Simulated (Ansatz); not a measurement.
Computed with Ansatz on PBE0-D4/def2-TZVP structures; ΔE is electronic, products minus reactants. CCSD(T)/CBS adds triple-zeta CCSD(T) − MP2 to the extrapolated MP2 energy (def2 sets, frozen cores). This one scheme is used for every species, atoms too. DFT in def2-TZVPP. B3LYP here is the variant with VWN-RPA as its local correlation; programs differ in this. No spin–orbit coupling; open shells (•) take unrestricted orbitals. Spin–orbit coupling would lower the free atoms: a little for C, O, Si. One conformer a species, not always the lowest.

Consider the atomization: `N[C@H]1O[Si@@H]1[SiH3]` → C• + 7 H• + N• + O• + 2 Si•.

```tsv
level	ΔE (kJ/mol)	difference from CCSD(T)/CBS
r2SCAN-D4	4071.0	3.2
B97M-V	4080.6	12.8
PBE0-D4	4053.2	-14.6
r2SCANh-D4	4039.2	-28.6
BHLYP-D4	3934.1	-133.7
ωB97X-V	4097.9	30.1
ωB97M-V	4076.9	9.1
PBE	4115.0	47.2
r2SCAN	4064.8	-3.0
PBE0	4031.9	-35.9
B3LYP	4025.9	-41.9
r2SCANh	4032.6	-35.2
CAM-B3LYP	4060.9	-6.9
MP2/def2-SVP	3783.5	-284.3
CCSD/def2-SVP	3706.0	-361.8
CCSD/CBS(def2)	4000.1	-67.7
CCSD(T)/CBS	4067.8	0
```

**Question.** What do rigid-rotor, harmonic-oscillator terms from PBE0-D4/def2-TZVP frequencies (298.15 K, 1 bar) make of the CCSD(T)/CBS value? (Best estimate.)

**Answer.** Ansatz gave: ΔZPE = -214.0 kJ/mol, ΔH = +3905.4 kJ/mol, ΔS = 1256 J/(mol·K), ΔG = +3530.9 kJ/mol. Open shells count their whole term as degenerate.

Largest T1 diagnostic among the species: 0.015.

From BLYP to BHLYP (50 % exact exchange), in def2-TZVPP and without D4, ΔE moves by −112.0 kJ/mol: exact exchange takes away binding that semilocal exchange gives to molecules. At CCSD(T), def2-SVP lies −313.7 kJ/mol from the extrapolated value and def2-TZVPP −128.4 kJ/mol: correlation converges slowly with the basis, and small sets miss more of it in the bonded molecule than in its fragments. Leaving LDA and LC-ωPBE aside and taking each functional with its dispersion term where it has one, the values, not all of them listed here, spread over 206.0 kJ/mol, from BHLYP-D4 to PBE-D4. LDA lies +563.0 kJ/mol from PBE without D4, its usual overbinding.

For atomizations the MP2-based limit and the directly extrapolated one differ by several kJ/mol either way, and by 10 to 25 for some Ge, Se and Sn compounds, so smaller differences from it don't rank the levels.
